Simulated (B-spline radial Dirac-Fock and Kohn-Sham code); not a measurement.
X-ray lines that fill the 1s vacancy in Pm³⁺

System: Pm³⁺, [Xe] 4f3 6s1 (not the ground configuration).

Calculated with an atomic code on a B-spline grid, using one-electron (LDA, Dirac) transition rates at Dirac-Fock energies.

```tsv
line	multipole	energy (eV)	rate (s⁻¹)	share (%)
Kα2	E1	38167.6	7.28e+15	28.7
Kα1	E1	38721.0	1.32e+16	52.1
Kβ3	E1	43704.8	1.30e+15	5.12
Kβ1	E1	43818.1	2.52e+15	9.94
Kβ5''	E2	44126.2	1.80e+13	0.0708
Kβ5'	E2	44150.0	2.39e+13	0.0944
Kβ2''	E1	44910.0	2.87e+14	1.13
Kβ2'	E1	44934.9	5.60e+14	2.21
K-N4	E2	45052.4	4.07e+12	0.0160
K-N5	E2	45056.8	5.42e+12	0.0214
K-O2	E1	45169.9	5.01e+13	0.198
K-O3	E1	45174.0	9.75e+13	0.384
```

The listed lines hold 100.0 % of the radiative rate. The radiative width is 16.7 eV in the length form and 17.1 eV in the velocity form; the two differ because the transition energies are not eigenvalue differences of the potential that gave the orbitals. Kα2/Kα1 is 0.551 and Kβ/Kα is 0.237.
